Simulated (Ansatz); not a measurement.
Geometry optimisation, Ansatz, RKS PBE0-D4/def2-mTZVP.

The input (input.yaml):

```yaml
crystal:
  periodic: [false, false, false]
  atoms:
    - { symbol: Ga, position_ang: [0.030231, 0.200681, 0.149103] }
    - { symbol: C, position_ang: [0.025656, 0.161646, 2.130789] }
    - { symbol: H, position_ang: [-0.92962, -0.156533, 2.554639] }
    - { symbol: H, position_ang: [0.833671, -0.449422, 2.537962] }
    - { symbol: H, position_ang: [0.197779, 1.16877, 2.525281] }
    - { symbol: H, position_ang: [1.400757, 0.22657, -0.625519] }
    - { symbol: H, position_ang: [-1.327345, 0.347518, -0.62997] }
    - { symbol: Cl, position_ang: [-0.374968, -3.086137, 1.062859] }
    - { symbol: H, position_ang: [-0.360362, -2.114993, 1.979157] }
basis:
  gaussian: { orbitals: def2-mTZVP }
hamiltonian:
  xc: pbe0
  dispersion: d4
relax:
  f_tol: 0.03
  max_steps: 50
```

Command:

```bash
$ ansatz run input.yaml --threads 2 --pin off --max-ram 3072MiB --backend cpu --events-out ev --progress --plain --runs-dir out
```

**Question.** Where does it end, and by what steps?

**Answer.** The run converged. The force dipped under the threshold on the way, but the program's further checks kept it going. After 8 steps the energy has fallen by 0.131 eV; Cl8 moved furthest, 0.57 Å.

| step | energy less start (eV) | largest force component (eV/Å) | accepted |
| --- | --- | --- | --- |
| 0 | 0.0000 | 0.828 | yes |
| 1 | -0.0054 | 1.359 | yes |
| 2 | -0.0687 | 0.929 | yes |
| 3 | -0.1115 | 0.445 | yes |
| 4 | -0.1269 | 0.062 | yes |
| 5 | -0.1278 | 0.259 | yes |
| 6 | -0.1307 | 0.011 | yes |
| 7 | -0.1312 | 0.057 | yes |
| 8 | -0.1314 | 0.027 | yes |

```xyz
9
Properties=species:S:1:pos:R:3
Ga 0.005 0.043 0.243
C 0.037 0.302 2.209
H -0.901 -0.001 2.681
H 0.864 -0.234 2.682
H 0.176 1.362 2.445
H 1.359 -0.100 -0.551
H -1.344 0.239 -0.550
Cl -0.341 -2.728 0.618
H -0.360 -2.586 1.907
```

Whether the end is a true minimum wasn't checked by a vibrational analysis.

Run time: 17 s on 2 threads of Intel(R) Xeon(R) Platinum 8488C (Sapphire Rapids), on a shared host, peak memory 0.22 GiB.
